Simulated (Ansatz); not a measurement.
Geometry optimisation, UKS BLYP-D4/6-31G* in Ansatz 0.2.0.

The input (input.yaml):

```yaml
crystal:
  periodic: [false, false, false]
  atoms:
    - { symbol: C, position_ang: [2.7164, 0.0273, 0.5503] }
    - { symbol: C, position_ang: [1.5298, -0.3377, 0.533] }
    - { symbol: Al, position_ang: [-0.3259, -0.9871, 0.5115] }
    - { symbol: C, position_ang: [-1.6372, 0.0592, -0.4151] }
    - { symbol: H, position_ang: [3.666, 0.4225, 0.5248] }
    - { symbol: H, position_ang: [-1.7877, 1.0753, 0.0376] }
    - { symbol: H, position_ang: [-1.4249, 0.1432, -1.4822] }
    - { symbol: H, position_ang: [-2.6444, -0.4598, -0.3157] }
magnetization:
  spin_polarized: true
  initial_magnetization: 1
basis:
  gaussian: { orbitals: "6-31G*" }
hamiltonian:
  xc: blyp
  dispersion: d4
relax:
  f_tol: 0.02
  max_steps: 40
```

Run as:

```bash
$ ansatz run input.yaml --threads 2 --pin off --max-ram 3072MiB --backend cpu --events-out ev --progress --plain --runs-dir out
```

Q: Where does it end, and by what steps?

A: The forces met the threshold. After 6 steps the energy has fallen by 0.151 eV; H5 moved furthest, 0.08 Å.

```tsv
step	energy less start (eV)	largest force component (eV/Å)	accepted
0	0.0000	2.705	yes
1	-0.1245	0.901	yes
2	-0.1380	0.618	yes
3	-0.1499	0.091	yes
4	-0.1509	0.051	yes
5	-0.1514	0.022	yes
6	-0.1515	0.002	yes
```

```xyz
8
Properties=species:S:1:pos:R:3
C 2.698 0.058 0.537
C 1.517 -0.293 0.495
Al -0.277 -1.003 0.537
C -1.697 0.034 -0.404
H 3.721 0.385 0.559
H -1.756 1.048 0.032
H -1.422 0.145 -1.469
H -2.692 -0.432 -0.345
```

Whether the end is a true minimum wasn't checked by a vibrational analysis.

Run time: 12 s on 2 CPU threads of a shared host.
